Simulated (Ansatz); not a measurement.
One change: `N=CS[CH2][AlH2]` becomes `N=CS`.

Ansatz, PBE0-D4/def2-TZVP geometries, multiplicity 1. Each molecule was computed in one conformer, which needn't be the lowest.

```tsv
property	`N=CS[CH2][AlH2]`
LUMO energy (PBE0/def2-TZVPP) / eV	-0.97
HOMO energy (PBE0/def2-TZVPP) / eV	-7.21
LUMO energy (B3LYP/def2-TZVPP) / eV	-1.18
size of the dipole moment (ωB97M-V/def2-TZVPP) / D	2.00
size of the dipole moment (B3LYP/def2-TZVPP) / D	2.00
HOMO energy (PBE/def2-TZVPP) / eV	-6.10
```

Problem. Give the same properties after the change, and the shifts. (Estimate.)

Solution. Computed: 
```csv
property,`N=CS`,shift
LUMO energy (PBE0/def2-TZVPP) / eV,-0.40,0.57
HOMO energy (PBE0/def2-TZVPP) / eV,-7.37,-0.16
LUMO energy (B3LYP/def2-TZVPP) / eV,-0.65,0.53
size of the dipole moment (ωB97M-V/def2-TZVPP) / D,1.39,-0.61
size of the dipole moment (B3LYP/def2-TZVPP) / D,1.33,-0.67
HOMO energy (PBE/def2-TZVPP) / eV,-6.22,-0.12
```

With PBE0 the HOMO falls by 0.16 eV and the LUMO rises by 0.57 eV, so the gap widens by about 0.73 eV. PBE moves the HOMO by -0.12 eV and ωB97M-V by -0.19 eV. Dipoles are sizes alone; their direction can turn.

B3LYP here is the variant with VWN-RPA as its local correlation; programs differ in this.
